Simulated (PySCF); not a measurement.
**Electronic structure of Xe⁺ (xenon, charge +1) at the UHF level**

Configuration: [Kr] 4d10 5s2 5p4 5d1, one real determinant (an excited configuration). Computed with PySCF 2.14 in aug-cc-pwCVTZ-PP with ECP28MDF, with a scalar-relativistic core potential.

| Item | Value |
| --- | --- |
| Total energy | -327.463800 hartree |
| One-electron energy | -559.4625 hartree |
| Hartree (Coulomb) energy | 254.3360 hartree |
| Exchange energy | -22.3373 hartree |
| ⟨S²⟩ | 3.7639 |
| ⟨L²⟩ | 8.098 |
| Sum of ⟨r⟩ | 30.46 bohr |
| Sum of ⟨r²⟩ | 54.74 bohr² |
| Traceless quadrupole moment −½Σ⟨3z² − r²⟩ along its main axis | 1.46 e·bohr² |

```
shell  electrons  mean orbital energy (eV)  spread (eV)  rms radius, mean of both spins (bohr)
 4s α          1                   -241.85            0                                  0.767
 4s β          1                   -241.19            0                                  0.767
 4p α          3                   -180.15        0.691                                  0.820
 4p β          3                   -179.48        0.158                                  0.820
 4d α          5                   -85.674        0.937                                  0.932
 4d β          5                   -85.150        0.249                                  0.932
 5s α          1                   -40.716            0                                   1.95
 5s β          1                   -34.805            0                                   1.95
 5p α          3                   -24.914        2.201                                   2.29
 5p β          1                   -22.376            0                                   2.29
 5d α          1                    -9.054            0                                   3.50
```

⟨L²⟩ = 8.10 against 12 for a pure F term, so this real determinant mixes terms. Energies and moments cover only the electrons outside the core potential. The outer electron is Rydberg-like, and this basis confines it to a smaller radius and binds it less than a complete one would.
